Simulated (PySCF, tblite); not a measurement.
Isomers of C3H7FNSi (doublet state), one GFN2-xTB conformer each. Single-point energies are computed at B3LYP/pcH-1 (PySCF, gas phase, no added dispersion term), electronic only. GFN2-xTB treats the open shell by occupation alone, and not every SCF solution was tested for stability.

```tsv
SMILES	GFN2-xTB relative energy (kcal/mol)
F[C@H]1[CH][SiH2]NC1	1.8
F[C@@H]1C[N][SiH2]C1	0.0
```

Conformers: `[F:1][C@H:2]1[CH:3][SiH2:4][NH:5][CH2:6]1` (doublet state) with F1–C2–C3–Si4 141°, C2–C3–Si4–N5 -2°, C3–Si4–N5–C6 -17°, Si4–N5–C6–C2 30°; `[F:1][C@@H:2]1[CH2:3][N:4][SiH2:5][CH2:6]1` (doublet state) with F1–C2–C3–N4 -154°, C2–C3–N4–Si5 13°, C3–N4–Si5–C6 6°, N4–Si5–C6–C2 -23°.

Q: What does B3LYP/pcH-1 give for the same structures?

A: 
```json
{"SMILES": "F[C@H]1[CH][SiH2]NC1", "B3LYP/pcH-1 E (Eh)": "-562.60044", "B3LYP/pcH-1 (kcal/mol)": "0.0", "GFN2-xTB (kcal/mol)": "1.8", "point group": "C1"}
{"SMILES": "F[C@@H]1C[N][SiH2]C1", "B3LYP/pcH-1 E (Eh)": "-562.59083", "B3LYP/pcH-1 (kcal/mol)": "6.0", "GFN2-xTB (kcal/mol)": "0.0", "point group": "C1"}
```

GFN2-xTB puts F[C@@H]1C[N][SiH2]C1 lowest instead. As drawn, the lower has an N–H bond, which the higher lacks.

Q: What happens when harmonic zero-point energies from GFN2-xTB frequencies are added?

A: 
```json
{"SMILES": "F[C@H]1[CH][SiH2]NC1", "ZPE (kcal/mol)": "58.2", "electronic (kcal/mol)": "0.0", "with ZPE (kcal/mol)": "0.0"}
{"SMILES": "F[C@@H]1C[N][SiH2]C1", "ZPE (kcal/mol)": "58.4", "electronic (kcal/mol)": "6.0", "with ZPE (kcal/mol)": "6.3"}
```

The zero-point energies span 0.2 kcal/mol. The order is unchanged.
